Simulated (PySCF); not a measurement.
PySCF input (HF/def2-TZVPD):

```python
from pyscf import gto, scf, dft

mol = gto.M(
    atom='''
    B     0.03279081   -0.12591359   -0.00467671
    C     1.54228876   -0.39020771    0.09144269
    C    -1.13418247   -1.10746889   -0.18508323
    N    -0.38440052    1.40545378    0.08973798
    H     1.89089641   -0.13424382    1.10331293
    H     1.80856390   -1.42977527   -0.08984894
    H     2.12693365    0.24576587   -0.58329957
    H    -2.13876800   -0.72066792   -0.00890597
    H    -1.09867304   -1.46805489   -1.22455606
    H    -0.98434711   -2.00671247    0.41846433
    H    -0.95801189    1.67639657   -0.71471866
    H    -0.97451243    1.56401634    0.91237503
    H     0.40613037    2.05072681    0.14423770
    ''',
    basis='def2-tzvpd',
    charge=1,
    spin=0,
    verbose=4,
)

mf = scf.RHF(mol).density_fit(auxbasis='def2-universal-jkfit')
mf.conv_tol = 1e-9
mf.max_cycle = 100
mf.max_memory = 1500
mf.kernel()
if not mf.converged:
    mf = mf.newton()
    mf.kernel(mf.make_rdm1())
mf.analyze()
```

Output:

```
PySCF version 2.14.0

[INPUT] verbose = 4
[INPUT] num. atoms = 13
[INPUT] num. electrons = 32
[INPUT] charge = 1
[INPUT] spin (= nelec alpha-beta = 2S) = 0
[INPUT] symmetry False subgroup None
[INPUT] Mole.unit = angstrom
[INPUT] Symbol           X                Y                Z      unit          X                Y                Z       unit  Magmom
[INPUT]  1 B      0.032790810000  -0.125913590000  -0.004676710000 AA    0.061965650303  -0.237942200461  -0.008837701064 Bohr   0.0
[INPUT]  2 C      1.542288760000  -0.390207710000   0.091442690000 AA    2.914503361395  -0.737385703594   0.172801640194 Bohr   0.0
[INPUT]  3 C     -1.134182470000  -1.107468890000  -0.185083230000 AA   -2.143294243583  -2.092812893576  -0.349756614950 Bohr   0.0
[INPUT]  4 N     -0.384400520000   1.405453780000   0.089737980000 AA   -0.726411704940   2.655922724935   0.169580205172 Bohr   0.0
[INPUT]  5 H      1.890896410000  -0.134243820000   1.103312930000 AA    3.573276344823  -0.253684053715   2.084959267391 Bohr   0.0
[INPUT]  6 H      1.808563900000  -1.429775270000  -0.089848940000 AA    3.417690449775  -2.701883679976  -0.169789889182 Bohr   0.0
[INPUT]  7 H      2.126933650000   0.245765870000  -0.583299570000 AA    4.019322083622   0.464430185065  -1.102276435877 Bohr   0.0
[INPUT]  8 H     -2.138768000000  -0.720667920000  -0.008905970000 AA   -4.041685763984  -1.361864995560  -0.016829844174 Bohr   0.0
[INPUT]  9 H     -1.098673040000  -1.468054890000  -1.224556060000 AA   -2.076191146043  -2.774221677928  -2.314075577576 Bohr   0.0
[INPUT] 10 H     -0.984347110000  -2.006712470000   0.418464330000 AA   -1.860146449407  -3.792136979049   0.790782976600 Bohr   0.0
[INPUT] 11 H     -0.958011890000   1.676396570000  -0.714718660000 AA   -1.810380096177   3.167930393460  -1.350622523516 Bohr   0.0
[INPUT] 12 H     -0.974512430000   1.564016340000   0.912375030000 AA   -1.841561597684   2.955562536945   1.724138929592 Bohr   0.0
[INPUT] 13 H      0.406130370000   2.050726810000   0.144237700000 AA    0.767475170168   3.875312027203   0.272569749837 Bohr   0.0

nuclear repulsion = 121.150281895642
number of shells = 97
number of NR pGTOs = 307
number of NR cGTOs = 229
basis = def2-tzvpd
ecp = {}

******** <class 'pyscf.df.df_jk.DFRHF'> ********
method = DFRHF
initial guess = minao
damping factor = 0
level_shift factor = 0
DIIS = <class 'pyscf.scf.diis.CDIIS'>
diis_start_cycle = 1
diis_space = 8
diis_damp = 0
SCF conv_tol = 1e-09
SCF conv_tol_grad = None
SCF max_cycles = 100
direct_scf = False
Set gradient conv threshold to 3.16228e-05
Initial guess from minao.
******** <class 'pyscf.df.df.DF'> ********
auxbasis = def2-universal-jkfit
init E= -160.726591101078
  HOMO = -0.343866197071556  LUMO = 0.0223424907335463  gap/eV = 9.96505
cycle= 1 E= -159.917856529353  delta_E= 0.809  |g|= 0.436  |ddm|= 2.35
  HOMO = -0.679129478797993  LUMO = -0.130393571769297  gap/eV = 14.93186
cycle= 2 E= -159.981499427041  delta_E= -0.0636  |g|= 0.172  |ddm|= 0.814
  HOMO = -0.659268344701038  LUMO = -0.110910206204833  gap/eV = 14.92158
cycle= 3 E= -159.988236396382  delta_E= -0.00674  |g|= 0.0591  |ddm|= 0.216
  HOMO = -0.66136579678137  LUMO = -0.109795506329062  gap/eV = 15.00899
cycle= 4 E= -159.989235343226  delta_E= -0.000999  |g|= 0.00779  |ddm|= 0.0931
  HOMO = -0.66378465028758  LUMO = -0.110399069126887  gap/eV = 15.05839
cycle= 5 E= -159.989266226686  delta_E= -3.09e-05  |g|= 0.00209  |ddm|= 0.017
  HOMO = -0.663242111028918  LUMO = -0.110379261697197  gap/eV = 15.04416
[...]
cycle= 9 E= -159.9892687146  delta_E= -5.11e-10  |g|= 9.51e-06  |ddm|= 5.44e-05
  HOMO = -0.663396435545891  LUMO = -0.110382000590798  gap/eV = 15.04829
Extra cycle  E= -159.989268714658  delta_E= -5.84e-11  |g|= 4.23e-06  |ddm|= 2.16e-05
converged SCF energy = -159.989268714658
**** SCF Summaries ****
Total Energy =                        -159.989268714658181
Nuclear Repulsion Energy =             121.150281895642095
One-electron Energy =                 -447.770688460861379
Two-electron Energy =                  166.631137850561089
Two-electron Coulomb Energy =          190.543872981953683
DFT Exchange-Correlation Energy =      -23.912735131392594
HOMO-LUMO gap [eV] =                    15.048289264195228
**** MO energy ****
MO #1   energy= -15.8660883759936  occ= 2
MO #2   energy= -11.3697866092111  occ= 2
MO #3   energy= -11.3696397709769  occ= 2
MO #4   energy= -7.83276260120808  occ= 2
MO #5   energy= -1.47689216924782  occ= 2
MO #6   energy= -1.15296816813361  occ= 2
MO #7   energy= -1.11446701174102  occ= 2
MO #8   energy= -0.944495042198562 occ= 2
MO #9   energy= -0.940096079945575 occ= 2
MO #10  energy= -0.909612713833107 occ= 2
MO #11  energy= -0.768236847342264 occ= 2
MO #12  energy= -0.731881668544568 occ= 2
MO #13  energy= -0.717605567842689 occ= 2
MO #14  energy= -0.705638054114407 occ= 2
MO #15  energy= -0.690632256956611 occ= 2
MO #16  energy= -0.663396435545891 occ= 2
MO #17  energy= -0.110382000590798 occ= 0
MO #18  energy= -0.0749537370349973 occ= 0
MO #19  energy= -0.0514150872810661 occ= 0
MO #20  energy= -0.0504665226060127 occ= 0
MO #21  energy= -0.0426572202677594 occ= 0
MO #22  energy= -0.0145272796795057 occ= 0
MO #23  energy= -0.00557337562075112 occ= 0
MO #24  energy= -0.000515448662644602 occ= 0
MO #25  energy= 0.00641394918565058 occ= 0
MO #26  energy= 0.0121504072944971 occ= 0
MO #27  energy= 0.0208196732758846 occ= 0
MO #28  energy= 0.0348742777319851 occ= 0
MO #29  energy= 0.0520271832551973 occ= 0
MO #30  energy= 0.055825405394577  occ= 0
MO #31  energy= 0.0618344785247305 occ= 0
MO #32  energy= 0.0676831949279598 occ= 0
MO #33  energy= 0.071704208759941  occ= 0
MO #34  energy= 0.10483148089232   occ= 0
MO #35  energy= 0.116714044096243  occ= 0
MO #36  energy= 0.12614429380941   occ= 0
MO #37  energy= 0.142147924105545  occ= 0
MO #38  energy= 0.155624734765048  occ= 0
MO #39  energy= 0.161844295672113  occ= 0
MO #40  energy= 0.177302818814034  occ= 0
MO #41  energy= 0.179682945952643  occ= 0
MO #42  energy= 0.183215348375392  occ= 0
MO #43  energy= 0.185185800310357  occ= 0
MO #44  energy= 0.189647786874497  occ= 0
MO #45  energy= 0.190081558317345  occ= 0
MO #46  energy= 0.196356289088376  occ= 0
MO #47  energy= 0.202952269197925  occ= 0
MO #48  energy= 0.204529028735356  occ= 0
MO #49  energy= 0.223211807159666  occ= 0
MO #50  energy= 0.229055705160034  occ= 0
MO #51  energy= 0.230204902125946  occ= 0
MO #52  energy= 0.255902707777123  occ= 0
MO #53  energy= 0.259645356004721  occ= 0
MO #54  energy= 0.262567910203086  occ= 0
MO #55  energy= 0.26546198079492   occ= 0
MO #56  energy= 0.289589824762817  occ= 0
MO #57  energy= 0.291983467861694  occ= 0
MO #58  energy= 0.292365824577723  occ= 0
MO #59  energy= 0.299715537573287  occ= 0
MO #60  energy= 0.303981584006278  occ= 0
MO #61  energy= 0.308143082648585  occ= 0
MO #62  energy= 0.318662176518856  occ= 0
MO #63  energy= 0.323873164821805  occ= 0
MO #64  energy= 0.330561120564069  occ= 0
MO #65  energy= 0.334587965316603  occ= 0
MO #66  energy= 0.341651014804028  occ= 0
MO #67  energy= 0.34919835529641   occ= 0
MO #68  energy= 0.357148054703668  occ= 0
MO #69  energy= 0.366921457945434  occ= 0
MO #70  energy= 0.377498178681128  occ= 0
MO #71  energy= 0.380902016525851  occ= 0
MO #72  energy= 0.385834817465515  occ= 0
MO #73  energy= 0.393588600634023  occ= 0
MO #74  energy= 0.403579557084161  occ= 0
MO #75  energy= 0.41075147949733   occ= 0
MO #76  energy= 0.436361947785552  occ= 0
MO #77  energy= 0.443930220874757  occ= 0
MO #78  energy= 0.455425277422222  occ= 0
MO #79  energy= 0.468301438051603  occ= 0
MO #80  energy= 0.471022634945766  occ= 0
MO #81  energy= 0.47609716266477   occ= 0
MO #82  energy= 0.480319764703419  occ= 0
MO #83  energy= 0.506186316020479  occ= 0
MO #84  energy= 0.517257741417928  occ= 0
MO #85  energy= 0.54029436408273   occ= 0
MO #86  energy= 0.554729788988596  occ= 0
MO #87  energy= 0.578415768345412  occ= 0
MO #88  energy= 0.613444395869585  occ= 0
MO #89  energy= 0.635048062106708  occ= 0
MO #90  energy= 0.657657571470315  occ= 0
MO #91  energy= 0.660977047637097  occ= 0
MO #92  energy= 0.687404080261177  occ= 0
MO #93  energy= 0.694057890535391  occ= 0
MO #94  energy= 0.703473212721605  occ= 0
MO #95  energy= 0.712679002331809  occ= 0
MO #96  energy= 0.723044126805542  occ= 0
MO #97  energy= 0.742551218223638  occ= 0
MO #98  energy= 0.747881868829318  occ= 0
MO #99  energy= 0.763786980881676  occ= 0
MO #100 energy= 0.778796735488732  occ= 0
MO #101 energy= 0.793394598249624  occ= 0
MO #102 energy= 0.802374333841762  occ= 0
MO #103 energy= 0.831946725413348  occ= 0
MO #104 energy= 0.833505875183881  occ= 0
MO #105 energy= 0.853992164660532  occ= 0
MO #106 energy= 0.890068993604782  occ= 0
MO #107 energy= 0.909935275227597  occ= 0
[...]
```

It need not be the lowest isomer of its formula.
